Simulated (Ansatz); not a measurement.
BH$_{3}$O$_{2}$Si, SMILES `O[SiH]1BO1`. The species carries charge 0 and has multiplicity 1.

Z-matrix (Å, degrees):
```
Si
B 1 1.884
O 1 1.735 2 43.6
O 1 1.634 2 123.1 3 -92.8
H 1 1.481 2 126.9 3 79.2
H 2 1.190 1 167.1 3 174.4
H 4 0.959 1 118.1 2 150.1
```

**Question.** Give the diagnostics of a CCSD(T)/def2-TZVPP run (frozen core, the Gaussian-basis code of Ansatz). (Estimate.)

**Answer.** Ansatz gave: T1 = 0.0155, largest single amplitude 0.027, largest double 0.030, (T) share of the correlation energy 3.9 %, 10 CCSD cycles. The RHF solution is stable towards an unrestricted one. T1 lies under the customary mark of 0.02 for closed shells.
